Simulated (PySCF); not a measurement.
Mo(O)2(Cl)(SH) (ClHMoO₂S), SMILES [O]=[Mo](=[O])([SH])[Cl], multiplicity 1.

The structure is a stationary point at PBE0-D3(BJ)/def2-SVP. The multiplicity is an assumed one; no other spin state was optimised. The structure was generated by enumeration; whether it is a known compound was not checked. The def2 effective core potentials stand for the cores of Mo; spin–orbit coupling is left out. Other conformers were not sampled.

Calculation: TDA-PBE/def2-SVPD run with PySCF 2.14.0.

Vertical excitations. The molecule is in vacuum.

Computed lowest excited states:
```json
[
 {"state": "S1", "energy (eV)": "3.72", "λ (nm)": "334", "f": "0.000", "main pairs": "HOMO→LUMO+1 96 %"},
 {"state": "S2", "energy (eV)": "3.97", "λ (nm)": "312", "f": "0.062", "main pairs": "HOMO→LUMO 76 %"},
 {"state": "S3", "energy (eV)": "4.22", "λ (nm)": "294", "f": "0.003", "main pairs": "HOMO−1→LUMO 90 %"},
 {"state": "S4", "energy (eV)": "4.37", "λ (nm)": "284", "f": "0.001", "main pairs": "HOMO−2→LUMO 95 %"},
 {"state": "S5", "energy (eV)": "4.47", "λ (nm)": "277", "f": "0.004", "main pairs": "HOMO→LUMO+2 63 %, HOMO−3→LUMO 13 %, HOMO−4→LUMO 13 %"},
 {"state": "S6", "energy (eV)": "4.52", "λ (nm)": "274", "f": "0.009", "main pairs": "HOMO−1→LUMO+1 77 %"},
 {"state": "S7", "energy (eV)": "4.69", "λ (nm)": "264", "f": "0.004", "main pairs": "HOMO−2→LUMO+1 50 %, HOMO−3→LUMO 35 %, HOMO−1→LUMO+1 10 %"},
 {"state": "S8", "energy (eV)": "4.79", "λ (nm)": "259", "f": "0.026", "main pairs": "HOMO−4→LUMO 60 %, HOMO→LUMO+2 11 %"},
 {"state": "S9", "energy (eV)": "4.82", "λ (nm)": "257", "f": "0.000", "main pairs": "HOMO−3→LUMO+1 90 %"},
 {"state": "S10", "energy (eV)": "5.02", "λ (nm)": "247", "f": "0.034", "main pairs": "HOMO−2→LUMO+1 34 %, HOMO−3→LUMO 25 %, HOMO−3→LUMO+2 11 %, HOMO−4→LUMO 11 %"},
 {"state": "T1", "energy (eV)": "3.02", "λ (nm)": "411", "f": "0", "main pairs": "HOMO→LUMO 99 %"},
 {"state": "T2", "energy (eV)": "3.55", "λ (nm)": "349", "f": "0", "main pairs": "HOMO→LUMO+1 98 %"},
 {"state": "T3", "energy (eV)": "3.85", "λ (nm)": "322", "f": "0", "main pairs": "HOMO−1→LUMO 97 %"},
 {"state": "T4", "energy (eV)": "4.11", "λ (nm)": "302", "f": "0", "main pairs": "HOMO→LUMO+2 75 %"}
]
```
Triplets are in the Tamm–Dancoff approximation.
